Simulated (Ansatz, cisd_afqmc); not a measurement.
Species: GaH2I, charge 0, singlet. GaH2I (SMILES [GaH2][I]).
B3LYP-D3(BJ)/def2-TZVP minimum from Ansatz (an electronic-structure program):
```xyz
4

Ga    -0.8223    -1.2746     0.2180
H     -0.2614    -2.2716     1.2772
H     -2.1119    -1.4070    -0.6481
I      0.5258     0.8149    -0.1394
```
Charge 0, spin multiplicity 1.

Atomisation energy term by term, kcal/mol (programs: Ansatz, cisd_afqmc). UHF or UKS for unpaired electrons; spin-orbit terms are left out. Cores are frozen in correlated methods (noble-gas shells, and filled d and f shells in the p block). Past Kr the def2 sets carry scalar-relativistic core potentials. AFQMC is phaseless with a CISD trial state; ± is one standard error, without the phaseless bias. Outlying blocks are dropped, and bars are widened where a walk drifts. Over all cases where full CI ran beside it in this data, AFQMC minus full CI had a median of +0.1 mEh and passed +0.4 mEh in a tenth of the cases. CBS(X,Y): correlation extrapolated as X^-3, Hartree-Fock from the larger set. A bracket is a step between two methods taken in the basis named. For partners of very few electrons the exact lower level stands in for a higher one. Spin-orbit terms, left out, reach several kcal/mol for Br and I, and more for heavier atoms.

| term | basis | kcal/mol |
|---|---|---|
| Hartree-Fock | def2-QZVPP | 148.77 |
| CCSD correlation | CBS(def2-TZVPP,def2-QZVPP) | 47.37 |
| (T) | CBS(def2-TZVPP,def2-QZVPP) | 2.81 |
| CCSDT(Q) - CCSD(T) | def2-TZVPP | 0.16 |
| CCSDTQ - CCSDT(Q) | def2-SVP | -0.01 |
| sum: De |  | 199.1 |

The step beyond CCSD(T) by other levels: CCSDTQ in def2-SVP 0.25; AFQMC/CISD in def2-SVP 0.18 ± 0.12; CCSDT(Q) in def2-SVP 0.26 kcal/mol.
